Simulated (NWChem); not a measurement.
System: C$_{2}$H$_{5}$BO; SMILES C=CBO

NWChem printed, in part:

```
             Northwest Computational Chemistry Package (NWChem) 7.3.0
             --------------------------------------------------------

 C1  symmetry detected

                             Geometry "geometry" -> ""
                             -------------------------

 Output coordinates in angstroms (scale by  1.889725989 to convert to a.u.)

  No.       Tag          Charge          X              Y              Z
 ---- ---------------- ---------- -------------- -------------- --------------
    1 B                    5.0000    -0.45680888     0.62755820     0.00163895
    2 H                    1.0000    -1.65334954     0.56438468     0.00384725
    3 C                    6.0000     0.41498604    -0.66057315     0.00170468
    4 C                    6.0000    -0.13918859    -1.88331507    -0.00134475
    5 H                    1.0000     1.50857053    -0.60190986     0.00353407
    6 H                    1.0000     0.44564401    -2.80195032    -0.00228563
    7 H                    1.0000    -1.22065731    -2.00811743    -0.00313228
    8 O                    8.0000     0.06432910     1.88583751    -0.00116699
    9 H                    1.0000     1.03441917     1.88643116    -0.00298180

 Effective nuclear repulsion energy (a.u.)      98.4164545311

                                 NWChem DFT Module
                                 -----------------

 Summary of "ao basis" -> "ao basis" (spherical)
 ------------------------------------------------------------------------------
       Tag                 Description            Shells   Functions and Types
 ---------------- ------------------------------  ------  ---------------------
 B                          6-31+g*                  8       18   4s3p1d
 H                          6-31+g*                  2        2   2s
 C                          6-31+g*                  8       18   4s3p1d
 O                          6-31+g*                  8       18   4s3p1d

            General Information
            -------------------
          SCF calculation type: DFT
          Wavefunction type:  closed shell.
          No. of atoms     :     9
          No. of electrons :    30
           Alpha electrons :    15
            Beta electrons :    15
          Charge           :     0
          Spin multiplicity:     1
          Use of symmetry is: off; symmetry adaption is: off
          Maximum number of iterations: 150
          AO basis - number of functions:    82
                     number of shells:    42
          Convergence on energy requested:  1.00D-06
          Convergence on density requested:  1.00D-05
          Convergence on gradient requested:  5.00D-04

              XC Information
              --------------
                         B3LYP Method XC Potential
                     Hartree-Fock (Exact) Exchange  0.200
                        Slater Exchange Functional  0.800 local
                    Becke 1988 Exchange Functional  0.720 non-local
              Lee-Yang-Parr Correlation Functional  0.810
                  VWN I RPA Correlation Functional  0.190 local

             Grid Information
             ----------------
          Grid used for XC integration:  medium
          Radial quadrature: Mura-Knowles
          Angular quadrature: Lebedev.
          Tag              B.-S. Rad. Rad. Pts. Rad. Cut. Ang. Pts.
          ---              ---------- --------- --------- ---------
          B                   0.85       49          12.0       434
          H                   0.35       45          13.0       434
          C                   0.70       49          13.0       434
          O                   0.60       49          13.0       434
          Grid pruning is: on
          Number of quadrature shells:   421
          Spatial weights used:  Erf1

      Superposition of Atomic Density Guess
      -------------------------------------

 Sum of atomic energies:        -177.10478579

      Non-variational initial energy
      ------------------------------

 Total energy =    -179.102788
 1-e energy   =    -433.007131
 2-e energy   =     155.487889
 HOMO         =      -0.355014
 LUMO         =      -0.052923

   convergence    iter        energy       DeltaE   RMS-Dens  Diis-err
 ---------------- ----- ----------------- --------- --------- ---------
 d= 0,ls=0.0,diis     1   -179.2605030180 -2.78D+02  3.23D-02  5.39D-01
 d= 0,ls=0.0,diis     2   -179.2439751668  1.65D-02  2.27D-02  8.41D-01
 d= 0,ls=0.0,diis     3   -179.3212656894 -7.73D-02  2.27D-03  6.06D-02
 d= 0,ls=0.0,diis     4   -179.3271243427 -5.86D-03  6.37D-04  1.83D-03
 d= 0,ls=0.0,diis     5   -179.3273205992 -1.96D-04  1.95D-04  3.50D-04
  Resetting Diis
 d= 0,ls=0.0,diis     6   -179.3273670079 -4.64D-05  5.52D-05  3.60D-05
 d= 0,ls=0.0,diis     7   -179.3273713245 -4.32D-06  4.00D-05  2.45D-06
 d= 0,ls=0.0,diis     8   -179.3273708182  5.06D-07  2.23D-05  6.26D-06
 d= 0,ls=0.0,diis     9   -179.3273716463 -8.28D-07  2.85D-06  1.12D-07

         Total DFT energy =     -179.327371646267
      One electron energy =     -436.760015401630
           Coulomb energy =      184.379643481044
    Exchange-Corr. energy =      -25.363454256732
 Nuclear repulsion energy =       98.416454531051

 Numeric. integr. density =       30.000002410247

                       DFT Final Molecular Orbital Analysis
                       ------------------------------------

[...]
```

Level: B3LYP/6-31+G* (spherical d), vertical spin-unrestricted ions. Geometry: optimised at B3LYP/6-31G* (spherical d).

**Question.** Reconstruct the input file.

**Answer.** Several could match; the one computed here: the input that was run:
```
start job
memory heap 200 mb stack 900 mb global 1100 mb
geometry units angstroms noautoz
  B     -0.457378     0.634633     0.001500
  H     -1.653651     0.566569     0.003375
  C      0.419675    -0.649924     0.001824
  C     -0.129496    -1.874921    -0.001366
  H      1.513010    -0.586791     0.003958
  H      0.459087    -2.791158    -0.002133
  H     -1.210445    -2.004143    -0.003454
  O      0.058613     1.895032    -0.001175
  H      1.028693     1.899591    -0.002719
end
basis spherical
  B library 6-31+g*
  H library 6-31+g*
  C library 6-31+g*
  O library 6-31+g*
end
dft
  xc b3lyp
  iterations 150
  vectors input atomic output neutral.movecs
end
task dft energy
charge 1
dft
  odft
  mult 2
  vectors input atomic output cation.movecs
end
task dft energy
charge -1
dft
  odft
  mult 2
  vectors input atomic output anion.movecs
end
task dft energy
```
